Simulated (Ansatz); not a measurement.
`COCBC=N` + BH₃ → `BBC=N` + dimethyl ether  (formal exchange of groups at a B–C bond)

Isolated molecules relaxed with PBE0-D4/def2-TZVP in Ansatz; ΔE leaves out vibrations. CCSD(T)/CBS is the MP2 limit (def2-TZVPP, def2-QZVPP) plus CCSD(T) − MP2 in def2-TZVPP, frozen cores. This one scheme is used for every species. One conformer a species, not always the lowest.

| level | ΔE (kJ/mol) |
| --- | --- |
| HF/def2-QZVPP | 16.3 |
| SCS-MP2/def2-QZVPP | 16.7 |

(1) What does CCSD(T)/CBS give? (Best estimate.)

Largest T1 diagnostic among the species: 0.015.

Answers

(1) Computed: +10.9 kJ/mol. The listed levels differ from it by 5.4, 5.8 kJ/mol.

The D4 term adds +3.3 kJ/mol with B3LYP and +2.1 kJ/mol with PBE0; it sums over pairs of atoms, weighted by their polarisabilities, and B3LYP, whose exchange is more repulsive, gets the larger term. From PBE to PBE0 (25 % exact exchange), in def2-TZVPP and without D4, ΔE moves by +9.9 kJ/mol.

B3LYP here is the variant with VWN-RPA as its local correlation; programs differ in this.
